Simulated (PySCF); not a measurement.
Computed properties of Zr(OH)3(SH) (H4O3SZr), SMILES [SH][Zr]([OH])([OH])[OH], multiplicity 1

Zr(OH)3(SH) (H4O3SZr), SMILES [OH][Zr]([OH])([OH])[SH], multiplicity 1. Geometry optimised at B3LYP-D3(BJ)/def2-SVP. The spin state was assumed, not searched. The structure was generated by enumeration; whether it is a known compound was not checked. The def2 effective core potentials stand for the cores of Zr; spin–orbit coupling is left out. The values are those of a single conformer. All values are computed for the isolated molecule unless a solvent is named; none is compared with measurement here.

**Structure.** The optimised structure has Cs symmetry. All 21 harmonic modes at B3LYP-D3(BJ)/def2-SVP (PySCF) are real, so it is a minimum. With heavy atoms numbered as in [Zr:1]([OH:2])([OH:4])([OH:6])[SH:8], the shortest bond between them is Zr1–O6 at 1.922 Å and the longest Zr1–S8 at 2.496 Å.

**Vibrations.** The strongest infrared lines (harmonic, unscaled, degenerate partners summed) lie at 3974 cm⁻¹ (360 km/mol, H 94 %), 392 cm⁻¹ (331 km/mol, H 61 %, O 22 %, Zr 10 %), 3965 cm⁻¹ (313 km/mol, H 94 %). The softest mode is at 93 cm⁻¹ and the zero-point energy is 28.9 kcal/mol.

**Electronic structure.** PBE0/def2-TZVP (PySCF) places the frontier levels at -6.92 and -0.49 eV, a gap of 6.43 eV, and gives a dipole moment of 3.49 D and a mean polarisability of 70.2 bohr³. PBE/def2-TZVP (PySCF) at the same geometry gives -5.69 and -1.36 eV, so its gap is 2.10 eV narrower. An orbital gap is neither the optical nor the fundamental gap.

**Excitations.** TDDFT-B3LYP/def2-SVPD (PySCF) has S1 at 4.70 eV (264 nm, f = 0.000, dark); the most intense of the 10 singlets computed lies at 5.34 eV (f = 0.04). T1 (TDA) is at 4.57 eV. TDDFT-PBE/def2-SVPD (PySCF) puts S1 at 4.32 eV. No vertical singlet excitation falls in the visible range (under 3.1 eV).
